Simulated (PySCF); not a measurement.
anisole (C₇H₈O), singlet, geometry from GFN2-xTB; MP2/6-31G* (PySCF).

Input for PySCF:
```python
from pyscf import gto, scf, mp

mol = gto.M(
    atom='''
C    -2.765641    0.244745   -0.124440
O    -1.686908   -0.464926   -0.680703
C    -0.426658   -0.186880   -0.240393
C     0.598518   -0.926087   -0.832817
C     1.910108   -0.722877   -0.459414
C     2.224211    0.218573    0.509120
C     1.210897    0.951309    1.096738
C    -0.111371    0.756630    0.730324
H    -3.656987   -0.138126   -0.619224
H    -2.849125    0.071534    0.953640
H    -2.681595    1.319986   -0.314233
H     0.335083   -1.653801   -1.584192
H     2.693503   -1.301708   -0.925864
H     3.251031    0.377588    0.801378
H     1.443702    1.687509    1.852423
H    -0.880735    1.343944    1.206983
''',
    basis='6-31g*',
    charge=0,
    spin=0,
    verbose=4,
)

mf = scf.RHF(mol)
mf.kernel()

pt = mp.MP2(mf)
pt.kernel()
print('E(MP2) = %.10f' % pt.e_tot)
```

It wrote (shortened):

```
PySCF version 2.14.0

[INPUT] verbose = 4
[INPUT] num. atoms = 16
[INPUT] num. electrons = 58
[INPUT] charge = 0
[INPUT] spin (= nelec alpha-beta = 2S) = 0
[INPUT] symmetry False subgroup None
[INPUT] Mole.unit = angstrom
[INPUT] Symbol           X                Y                Z      unit          X                Y                Z       unit  Magmom
[...]
nuclear repulsion = 347.262235391693
number of shells = 64
number of NR pGTOs = 248
number of NR cGTOs = 128
basis = 6-31g*
ecp = {}

******** <class 'pyscf.scf.hf.RHF'> ********
method = RHF
initial guess = minao
damping factor = 0
level_shift factor = 0
DIIS = <class 'pyscf.scf.diis.CDIIS'>
diis_start_cycle = 1
diis_space = 8
diis_damp = 0
SCF conv_tol = 1e-09
SCF conv_tol_grad = None
SCF max_cycles = 50
direct_scf = True
direct_scf_tol = 1e-13
Set gradient conv threshold to 3.16228e-05
Initial guess from minao.
init E= -346.867134656017
[...]
cycle= 1 E= -344.475486110854  delta_E= 2.39  |g|= 0.589  |ddm|= 3.84
[...]
cycle= 2 E= -344.566293362175  delta_E= -0.0908  |g|= 0.253  |ddm|=  0.8
[...]
cycle= 3 E= -344.579422912517  delta_E= -0.0131  |g|= 0.0886  |ddm|= 0.269
[...]
cycle= 4 E= -344.581377518946  delta_E= -0.00195  |g|= 0.0139  |ddm|= 0.111
[...]
cycle= 5 E= -344.581435964905  delta_E= -5.84e-05  |g|= 0.00344  |ddm|= 0.0182
[...]
cycle= 6 E= -344.581442165933  delta_E= -6.2e-06  |g|= 0.0013  |ddm|= 0.0056
[...]
cycle= 7 E= -344.581443318785  delta_E= -1.15e-06  |g|= 0.00055  |ddm|= 0.0025
[...]
cycle= 8 E= -344.581443575185  delta_E= -2.56e-07  |g|= 0.000237  |ddm|= 0.00111
[...]
cycle= 9 E= -344.581443646559  delta_E= -7.14e-08  |g|= 9.5e-05  |ddm|= 0.000696
[...]
cycle= 10 E= -344.581443657887  delta_E= -1.13e-08  |g|= 4.46e-05  |ddm|= 0.000257
[...]
cycle= 11 E= -344.581443660653  delta_E= -2.77e-09  |g|= 1.54e-05  |ddm|= 0.000156
[...]
cycle= 12 E= -344.581443660901  delta_E= -2.48e-10  |g|= 3.36e-06  |ddm|= 5.33e-05
[...]
Extra cycle  E= -344.581443660909  delta_E= -7.84e-12  |g|= 1.71e-06  |ddm|= 5.81e-06
converged SCF energy = -344.581443660909

******** <class 'pyscf.mp.mp2.RMP2'> ********
nocc = 29, nmo = 128
E(RMP2) = -345.651648150949  E_corr = -1.07020449004032
E(SCS-RMP2) = -345.618332071894  E_corr = -1.03688841098518
E_corr(same-spin) = -0.285411896611381
E_corr(oppo-spin) = -0.784792593428935
E(MP2) = -345.6516481509
```
